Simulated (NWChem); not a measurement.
System: B-trichloroborazine (B₃N₃H₃Cl₃); SMILES ClB1NB(NB(Cl)N1)Cl

NWChem input:

```
start job
memory heap 200 mb stack 900 mb global 1100 mb
geometry units angstroms noautoz
  Cl    -0.847235    -3.108507     0.000000
  B     -0.377731    -1.385802     0.000000
  N     -1.369759    -0.360709     0.000000
  B     -1.011274     1.020025     0.000000
  Cl    -2.268429     2.287981     0.000000
  N      0.372496     1.366601     0.000000
  B      1.389005     0.365777     0.000000
  Cl     3.115664     0.820526     0.000000
  N      0.997263    -1.005891     0.000000
  H     -2.348750    -0.618541     0.000000
  H      0.638703     2.343348     0.000000
  H      1.710047    -1.724807     0.000000
end
basis spherical
  Cl library cc-pvtz
  B library cc-pvtz
  N library cc-pvtz
  H library cc-pvtz
end
dft
  xc b3lyp
  iterations 150
  semidirect filesize 400000000
  mulliken
end
task dft energy
```

Parts of the log:

```
             Northwest Computational Chemistry Package (NWChem) 7.3.0
             --------------------------------------------------------

 C3H symmetry detected

                             Geometry "geometry" -> ""
                             -------------------------

 Output coordinates in angstroms (scale by  1.889725989 to convert to a.u.)

  No.       Tag          Charge          X              Y              Z
 ---- ---------------- ---------- -------------- -------------- --------------
    1 Cl                  17.0000    -3.14628006    -0.69393575     0.00000000
    2 B                    5.0000    -1.40265302    -0.30934083     0.00000000
    3 N                    7.0000    -0.95579484     1.04537412     0.00000000
    4 B                    5.0000     0.43342949     1.36940356     0.00000000
    5 Cl                  17.0000     0.97217404     3.07172634     0.00000000
    6 N                    7.0000     1.38321796     0.30505555     0.00000000
    7 B                    5.0000     0.96922353    -1.06006273     0.00000000
    8 Cl                  17.0000     2.17410602    -2.37779058     0.00000000
    9 N                    7.0000    -0.42742312    -1.35042967     0.00000000
   10 H                    1.0000    -1.63894161     1.79250960     0.00000000
   11 H                    1.0000     2.37182966     0.52311027     0.00000000
   12 H                    1.0000    -0.73288805    -2.31561987     0.00000000

 Effective nuclear repulsion energy (a.u.)     594.8092764759

      Symmetry information
      --------------------

 Group name             C3h
 Group number             22
 Group order               6
 No. of unique centers     4

                                 NWChem DFT Module
                                 -----------------

 Summary of "ao basis" -> "ao basis" (spherical)
 ------------------------------------------------------------------------------
       Tag                 Description            Shells   Functions and Types
 ---------------- ------------------------------  ------  ---------------------
 Cl                         cc-pvtz                 12       34   5s4p2d1f
 B                          cc-pvtz                 10       30   4s3p2d1f
 N                          cc-pvtz                 10       30   4s3p2d1f
 H                          cc-pvtz                  6       14   3s2p1d

      Symmetry analysis of basis
      --------------------------

        a'         73
        e'+        73
        e'-        73
        a"         35
        e"+        35
        e"-        35

  Rotation of axis

            General Information
            -------------------
          SCF calculation type: DFT
          Wavefunction type:  closed shell.
          No. of atoms     :    12
          No. of electrons :    90
           Alpha electrons :    45
            Beta electrons :    45
          Charge           :     0
          Spin multiplicity:     1
          Use of symmetry is: on ; symmetry adaption is: on
          Maximum number of iterations: 150
          AO basis - number of functions:   324
                     number of shells:   114
          Convergence on energy requested:  1.00D-06
          Convergence on density requested:  1.00D-05
          Convergence on gradient requested:  5.00D-04

              XC Information
              --------------
                         B3LYP Method XC Potential
                     Hartree-Fock (Exact) Exchange  0.200
                        Slater Exchange Functional  0.800 local
                    Becke 1988 Exchange Functional  0.720 non-local
              Lee-Yang-Parr Correlation Functional  0.810
                  VWN I RPA Correlation Functional  0.190 local

             Grid Information
             ----------------
          Grid used for XC integration:  medium
          Radial quadrature: Mura-Knowles
          Angular quadrature: Lebedev.
          Tag              B.-S. Rad. Rad. Pts. Rad. Cut. Ang. Pts.
          ---              ---------- --------- --------- ---------
          Cl                  1.00       88          14.0       590
          B                   0.85       49          11.0       434
          N                   0.65       49          12.0       434
          H                   0.35       45          13.0       434
          Grid pruning is: on
          Number of quadrature shells:   231
          Spatial weights used:  Erf1

      Superposition of Atomic Density Guess
      -------------------------------------

 Sum of atomic energies:       -1616.49097584

      Non-variational initial energy
      ------------------------------

 Total energy =   -1620.948771
 1-e energy   =   -3410.046218
 2-e energy   =    1194.288170
 HOMO         =      -0.379075
 LUMO         =       0.063307

      Symmetry analysis of molecular orbitals - initial
      -------------------------------------------------

  Numbering of irreducible representations:

     1 a'          2 e'+         3 e'-         4 a"          5 e"+
     6 e"-

  Orbital symmetries:

     1 e'+         2 e'+         3 a'          4 a'          5 e'+
     6 e'+         7 e'+         8 e'+         9 a'         10 a'
    11 e'+        12 e'+        13 a'         14 e'+        15 e'+
    16 e"+        17 e"+        18 a"         19 a'         20 e'+
    21 e'+        22 a'         23 e'+        24 e'+        25 e'+
    26 e'+        27 a'         28 a'         29 e'+        30 e'+
    31 a'         32 a'         33 e'+        34 e'+        35 a"
    36 e'+        37 e'+        38 e"+        39 e"+        40 e'+
    41 e'+        42 a"         43 a'         44 e"+        45 e"+
    46 a'         47 e"+        48 e"+        49 a'         50 e'+
    51 e'+        52 a"         53 e'+        54 e'+        55 a'

------------------------------------------------------------
EAF file 0: "./job.aoints.0" size=1056964608 bytes
------------------------------------------------------------
               write      read    awrite     aread      wait
               -----      ----    ------     -----      ----
     calls:     2016         0         0         0         0
   data(b): 1.06e+09  0.00e+00  0.00e+00  0.00e+00
   time(s): 0.00e+00  0.00e+00  0.00e+00  0.00e+00  0.00e+00
rate(mb/s): 0.00e+00  0.00e+00
------------------------------------------------------------

     ---------------------------------------------
      Total Density - Mulliken Population Analysis
     ---------------------------------------------

    Atom       Charge   Shell Charges
 -----------   ------   -------------------------------------------------------
    1 Cl  17    17.30   2.00  1.88  1.18  0.19  0.65  5.82  3.01  1.11  1.44  0.01  0.01  0.00
    2 B    5     4.60   1.96  0.72  0.14  0.21  0.46  0.75  0.09  0.07  0.16  0.03
    3 N    7     7.39   1.95  0.95  0.21  0.32  1.09  2.06  0.78  0.00  0.02  0.00
    4 B    5     4.60   1.96  0.72  0.14  0.21  0.46  0.75  0.09  0.07  0.16  0.03
    5 Cl  17    17.30   2.00  1.88  1.18  0.19  0.65  5.82  3.01  1.11  1.44  0.01  0.01  0.00
    6 N    7     7.39   1.95  0.95  0.21  0.32  1.09  2.06  0.78  0.00  0.02  0.00
    7 B    5     4.60   1.96  0.72  0.14  0.21  0.46  0.75  0.09  0.07  0.16  0.03
    8 Cl  17    17.30   2.00  1.88  1.18  0.19  0.65  5.82  3.01  1.11  1.44  0.01  0.01  0.00
    9 N    7     7.39   1.95  0.95  0.21  0.32  1.09  2.06  0.78  0.00  0.02  0.00
   10 H    1     0.72   0.22  0.35  0.09  0.01  0.04  0.01
   11 H    1     0.72   0.22  0.35  0.09  0.01  0.04  0.01
   12 H    1     0.72   0.22  0.35  0.09  0.01  0.04  0.01

   convergence    iter        energy       DeltaE   RMS-Dens  Diis-err
 ---------------- ----- ----------------- --------- --------- ---------
 d= 0,ls=0.0,diis     1  -1621.6762880854 -2.22D+03  2.92D-03  1.74D+00
 d= 0,ls=0.0,diis     2  -1621.7375045110 -6.12D-02  1.38D-03  7.87D-01
 d= 0,ls=0.0,diis     3  -1621.8046527229 -6.71D-02  4.42D-04  1.77D-01
 d= 0,ls=0.0,diis     4  -1621.8227919742 -1.81D-02  9.26D-05  2.07D-03
 d= 0,ls=0.0,diis     5  -1621.8229663736 -1.74D-04  3.61D-05  5.87D-04
  Resetting Diis
 d= 0,ls=0.0,diis     6  -1621.8230418475 -7.55D-05  4.48D-06  1.12D-05
 d= 0,ls=0.0,diis     7  -1621.8230429726 -1.13D-06  1.68D-06  4.79D-07
 d= 0,ls=0.0,diis     8  -1621.8230429934 -2.08D-08  7.50D-07  3.08D-07

         Total DFT energy =    -1621.823042993423
      One electron energy =    -3416.334058205765
           Coulomb energy =     1318.811425555223
    Exchange-Corr. energy =     -119.109686818806
 Nuclear repulsion energy =      594.809276475925

 Numeric. integr. density =       90.000028339869

                  Occupations of the irreducible representations
                  ----------------------------------------------

                     irrep           alpha         beta
                     --------     --------     --------
                     a'               12.0         12.0
                     e'+              24.0         24.0
                     e'-               0.0          0.0
                     a"                3.0          3.0
                     e"+               6.0          6.0
                     e"-               0.0          0.0

                       DFT Final Molecular Orbital Analysis
                       ------------------------------------

 Vector   43  Occ=2.000000D+00  E=-3.224844D-01  Symmetry=a'
              MO Center=  3.3D-13,  7.3D-14, -2.6D-25, r^2= 1.1D+01
   Bfn.  Coefficient  Atom+Function         Bfn.  Coefficient  Atom+Function
  ----- ------------  ---------------      ----- ------------  ---------------
    10      0.297650   1 Cl py              133      0.290600   5 Cl px
   227     -0.224946   8 Cl px              228     -0.205683   8 Cl py
    16      0.199504   1 Cl py              139      0.194779   5 Cl px
   233     -0.150771   8 Cl px               13      0.149749   1 Cl py
   136      0.146202   5 Cl px              234     -0.137864   8 Cl py

[...]
```

Level: B3LYP/cc-pVTZ. Geometry: optimised at B3LYP/6-31G* (spherical d). B3LYP is NWChem's, with the RPA form of VWN correlation.
